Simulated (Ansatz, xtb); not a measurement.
## Two isomers of F2H3InSi

We compare X, `[F][In]([F])[SiH3]`, a singlet, with Y, `F[SiH2][InH][F]`, a singlet. Both are isolated molecules in the gas phase, relaxed with PBE0-D3(BJ)/def2-SVP; the shapes shown needn't be the lowest conformers.

X (Å):

```xyz
7

F    -4.3688    1.3623    0.4144
F    -2.5615    2.8842   -1.6678
In   -2.6402    1.3138   -0.5021
Si   -0.8169   -0.4465   -0.2282
H    -0.2842   -0.7883   -1.5775
H     0.2598    0.1433    0.6185
H    -1.3980   -1.6495    0.4306
```

Y (Å):

```xyz
7

F    -0.0534    1.4977   -0.9239
F     2.4725   -2.8670   -0.3465
In    2.1039   -0.9927    0.1598
Si    0.2473   -0.0480   -1.3576
H    -1.0192   -0.8241   -1.2128
H     0.6620   -0.0543   -2.7911
H     3.1193   -0.5133    1.4658
```

Quicker runs give these differences E(Y) − E(X): GFN2-xTB +0.079 eV; HF/STO-3G −0.145 eV (at GFN2-xTB geometries); r2SCAN-D4/def2-SVP −0.301 eV (at GFN2-xTB geometries).

Q: Which of the two would you expect CCSD(T)/def2-SVP + ΔMP2/def2-TZVPP electronic energies to favour?

A: Structure Y; the calculation gives E(Y) − E(X) = −0.474 eV.

Level by level:

```tsv
level	geometry	E(Y) − E(X) (eV)	departure from the last row (eV)	job, with rough time for the two
GFN2-xTB	GFN2-xTB	+0.079	+0.554	optimisation, 1.2 s
HF/STO-3G	GFN2-xTB	−0.145	+0.329	single point, 4.2 s
r2SCAN-D4/def2-SVP	GFN2-xTB	−0.301	+0.173	single point, 11 s
PBE0-D3(BJ)/def2-SVP	PBE0-D3(BJ)/def2-SVP	−0.341	+0.133	optimisation, 2.9 min
HF/def2-SVP	PBE0-D3(BJ)/def2-SVP	−0.391	+0.083	part of the CCSD(T) run
MP2/def2-SVP	PBE0-D3(BJ)/def2-SVP	−0.209	+0.266	part of the CCSD(T) run
CCSD(T)/def2-SVP	PBE0-D3(BJ)/def2-SVP	−0.240	+0.235	single point
CCSD(T)/def2-SVP + ΔMP2/def2-TZVPP	PBE0-D3(BJ)/def2-SVP	−0.474		single point, 77 s
```

As drawn, Y has 1 F–Si, 1 In–H in place of 1 F–In, 1 Si–H.

GFN2-xTB puts the two in the other order. The largest departure from CCSD(T)/def2-SVP + ΔMP2/def2-TZVPP is that of GFN2-xTB, 0.554 eV. The last row adds to CCSD(T) the change of the MP2 difference between the two basis sets, here −0.235 eV, a large step that makes the value less sure.

With harmonic frequencies from PBE0-D3(BJ)/def2-SVP (ideal gas, rigid rotor, one conformer each, 298.15 K, 1 atm): on the last row, ΔE + ΔZPE = −0.483 eV. A mode under 50 cm⁻¹ makes harmonic enthalpies and free energies unreliable, so none is given.

The correlated steps freeze 11 core orbitals; the filled d shell of In is correlated, in a basis made for valence electrons. Atoms past krypton carry core potentials in the def2 sets, other sets are all-electron and non-relativistic, and no spin–orbit term is included. Run with Ansatz 0.2.0, xtb 6.7.1; the last row on 1 thread of AMD EPYC (Zen 3) on a shared host.
